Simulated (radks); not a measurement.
Problem. Species: As II. Configuration: [Ar] 3d10 4s2 4p2. Calculated with a radial shooting solver on a logarithmic mesh with Libxc functionals: scalar-relativistic Kohn-Sham, PBE, spin-polarised, spherical densities, point nucleus; open shells are filled with parallel spins first. Some entries of the table are withheld. Estimate them.

orbital  occ.  eigenvalue (hartree)  <1/r> (bohr^-1)  <r^2> (bohr^2)
1s up       1             -431.0431            33.47        0.002786
1s down     1             -431.0398            33.47        0.002786
2s up       1             -54.99212            7.369         0.04848
2s down     1             -54.99075            7.368         0.04848
2p up       3             -48.26415            7.220         0.03846
2p down     3             -48.26127            7.220         0.03846
3s up       1              -7.34893            2.385          0.4126
3s down     1              -7.34464            2.385          0.4123
3p up       3              -5.26819              (1)          0.4479
3p down     3              -5.26320              (2)          0.4472
3d up       5              -1.85014            1.906          0.5838
3d down     5              -1.84208            1.912          0.5754
4s up       1              -0.88512           0.6985           4.023
4s down     1              -0.81622           0.7054           4.009
4p up       2              -0.51740           0.5644           6.081
4p down     0              -0.44691           0.5600           6.319
5s up       0              -0.19129           0.2541           29.08

Solution. 
(1) 3p up <1/r> (bohr^-1): 2.231
(2) 3p down <1/r> (bohr^-1): 2.232
